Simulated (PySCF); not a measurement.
Can point charges reproduce the dipole moment of `CCO[Si@@H](C)/C=C/[SiH3]`?

Coordinates (GFN2-xTB, Å) and charges (e) from the PBE0/pcSseg-1 density (PySCF):

```
atom       x       y       z  Mulliken      IAO  Hirshfeld  ESP-fitted
  C1  -3.501   1.331   0.260   -0.2749  -0.4236    -0.1221     -0.4223
  C2  -2.752   0.011   0.367   +0.0315  -0.0343    +0.0131     +0.3835
  O3  -1.375   0.256   0.401   -0.6425  -0.6423    -0.2201     -0.5109
 Si4  -0.147  -0.810   0.396   +1.0023  +1.1431    +0.4190     +0.7977
  C5  -0.137  -1.911  -1.160   -0.6554  -0.7443    -0.2195     -0.6312
  C6   1.341   0.336   0.458   -0.4028  -0.4096    -0.1307     -0.3453
  C7   2.603  -0.076   0.364   -0.4101  -0.4019    -0.1315     -0.2659
 Si8   4.127   1.023   0.436   +0.5481  +0.6067    +0.3115     +0.4004
  H9  -3.226   1.839  -0.661   +0.1165  +0.1470    +0.0422     +0.1176
 H10  -3.242   1.970   1.099   +0.1186  +0.1487    +0.0429     +0.1169
 H11  -4.573   1.152   0.263   +0.1065  +0.1426    +0.0453     +0.0966
 H12  -3.046  -0.519   1.281   +0.1031  +0.1219    +0.0357     -0.0177
 H13  -2.993  -0.633  -0.488   +0.1002  +0.1182    +0.0355     -0.0102
 H14  -0.217  -1.692   1.576   -0.1193  -0.1700    -0.0934     -0.1798
 H15  -0.941  -2.644  -1.143   +0.1352  +0.1534    +0.0398     +0.1369
 H16   0.796  -2.458  -1.251   +0.1374  +0.1583    +0.0422     +0.1458
 H17  -0.254  -1.316  -2.062   +0.1407  +0.1569    +0.0416     +0.1627
 H18   1.154   1.394   0.591   +0.1225  +0.1524    +0.0410     +0.1633
 H19   2.778  -1.139   0.233   +0.1210  +0.1369    +0.0386     +0.1535
 H20   5.030   0.525   1.478   -0.0910  -0.1207    -0.0785     -0.1057
 H21   4.828   0.976  -0.852   -0.0891  -0.1212    -0.0788     -0.1011
 H22   3.738   2.402   0.735   -0.0984  -0.1182    -0.0737     -0.0847
```

Task: Form Σ q r in debye for every column and set it beside the full dipole.

Result: The full density gives (-1.25, -0.83, -0.48) D, 1.58 D in size; dipole vectors point from the negative to the positive end.

```json
{"scheme": "Mulliken", "μx": "-1.50", "μy": "-0.94", "μz": "0.36", "size (D)": "1.80", "share of the full size (%)": "114", "angle to the full dipole (°)": "29"}
{"scheme": "IAO", "μx": "-0.62", "μy": "-1.20", "μz": "0.31", "size (D)": "1.39", "share of the full size (%)": "88", "angle to the full dipole (°)": "42"}
{"scheme": "Hirshfeld", "μx": "-0.76", "μy": "-0.33", "μz": "-0.04", "size (D)": "0.82", "share of the full size (%)": "52", "angle to the full dipole (°)": "18"}
{"scheme": "ESP-fitted", "μx": "-1.25", "μy": "-0.84", "μz": "-0.51", "size (D)": "1.59", "share of the full size (%)": "101", "angle to the full dipole (°)": "1"}
```

Task: Which set comes closest?

Result: Length of the difference vector: ESP-fitted 0.03 D, Hirshfeld 0.84 D, Mulliken 0.88 D, IAO 1.07 D. Closest: ESP-fitted. 

Task: What is left for the Hirshfeld atoms' own dipoles?

Result: The shares of the density sum to the whole, so what Σ q r misses lies in dipoles about the nuclei. The atomic dipoles sum to (-1.25, -0.83, -0.48) − (-0.76, -0.33, -0.04) = (-0.49, -0.50, -0.44) D, 0.84 D in size.

Task: With the origin at the mean of the coordinates, (0.000, 0.001, 0.106) Å, which are the largest single terms, by size, of the Hirshfeld dipole along the direction of the full one?

Result: Si8 -5.85, H20 +1.77, C5 -1.58, H22 +1.57, H21 +1.53 D; all 22 atoms together +0.78 D. The single terms depend on the origin, their sum doesn't.

Task: Give the size of the full dipole in other units.

Result: 1.58 D = 0.622 au = 0.329 e·Å = 5.27 × 10⁻³⁰ C·m.

Isolated species at its GFN2-xTB geometry (one conformer only).

These values come from a run that also computed NMR shieldings. On one thread of an Arm Neoverse N1, no GPU, shared host with 64 logical CPUs at a one-minute load of 59, this took 84 s and 1.1 GiB of memory at its peak.

Shape of the structure used: `[CH3:1][CH2:2][O:3][Si@@H:4]([CH3:5])/[CH:6]=[CH:7]/[SiH3:8]`: C1–C2–O3–Si4 -175°, C2–O3–Si4–C5 60°, O3–Si4–C6–C7 -174°.
